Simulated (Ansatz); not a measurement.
A nudged elastic band was laid between two geometries of C₂H₄BFO (9 atoms, charge 0, multiplicity 1).

The calculation used RKS PBE-D4/6-31G* in Ansatz.

```yaml
movable_images: 5
climbing_image: yes
spring: 5.0 eV/Å²
optimiser: quadratic models (default)
start_path: IDPP
force_threshold: 0.03 eV/Å
iteration_limit: 60
end_points: relaxed
```

Initial state:

```xyz
9
Properties=species:S:1:pos:R:3
O -2.042 -0.507 0.651
C -0.804 -0.549 0.112
C 0.144 0.426 0.123
B 1.485 0.156 -0.555
F 2.454 1.091 -0.570
H -2.161 0.373 1.072
H -0.634 -1.520 -0.368
H -0.083 1.382 0.620
H 1.730 -0.898 -1.102
```

Final state:

```xyz
9
Properties=species:S:1:pos:R:3
O -1.967 -0.059 0.807
C -0.780 -0.314 0.201
C 0.232 0.588 0.154
B 1.522 0.189 -0.557
F 2.564 1.038 -0.639
H -2.545 -0.844 0.720
H -0.677 -1.308 -0.260
H 0.076 1.564 0.631
H 1.663 -0.900 -1.074
```

Problem. Which bonds break or form, and what moves?

Solution. No bond is made or broken. The dihedral H6–O1–C2–C3 goes from 0 to 180°.

Problem. What energy profile does the band end with?

Solution. The run converged. The highest image is number 3 of 0 to 6, 0.47 eV above the first end and 0.37 eV above the last; the last end lies 0.09 eV above the first. A vibrational analysis at the climbing image gives one clearly imaginary mode, 613i cm⁻¹: a first-order saddle point.

```json
{"image": "0", "path coordinate (Å)": "0.00", "energy (eV)": "0.00", "dihedral H6–O1–C2–C3 (°)": "0"}
{"image": "1", "path coordinate (Å)": "0.37", "energy (eV)": "0.06", "dihedral H6–O1–C2–C3 (°)": "17"}
{"image": "2", "path coordinate (Å)": "0.74", "energy (eV)": "0.31", "dihedral H6–O1–C2–C3 (°)": "52"}
{"image": "3", "path coordinate (Å)": "1.11", "energy (eV)": "0.47", "dihedral H6–O1–C2–C3 (°)": "90"}
{"image": "4", "path coordinate (Å)": "1.49", "energy (eV)": "0.33", "dihedral H6–O1–C2–C3 (°)": "126"}
{"image": "5", "path coordinate (Å)": "1.88", "energy (eV)": "0.15", "dihedral H6–O1–C2–C3 (°)": "158"}
{"image": "6", "path coordinate (Å)": "2.26", "energy (eV)": "0.09", "dihedral H6–O1–C2–C3 (°)": "180"}
```

Problem. What is the geometry of the highest image?

Solution. 
```xyz
9
Properties=species:S:1:pos:R:3
O -1.910 -0.356 0.989
C -0.773 -0.458 0.220
C 0.261 0.414 0.258
B 1.506 0.130 -0.600
F 2.545 0.980 -0.598
H -2.587 0.166 0.513
H -0.723 -1.370 -0.398
H 0.169 1.297 0.905
H 1.601 -0.849 -1.306
```

Problem. What are the harmonic wavenumbers there?

Solution. 613i, 112, 179, 288, 410, 509, 796, 887, 966, 1039, 1075, 1100, 1161, 1204, 1336, 1375, 1640, 2565, 3045, 3095, 3643 cm⁻¹.

Run time: 100 s on 1 thread of Arm Neoverse V1, with other jobs on the host, peak memory 0.11 GiB.
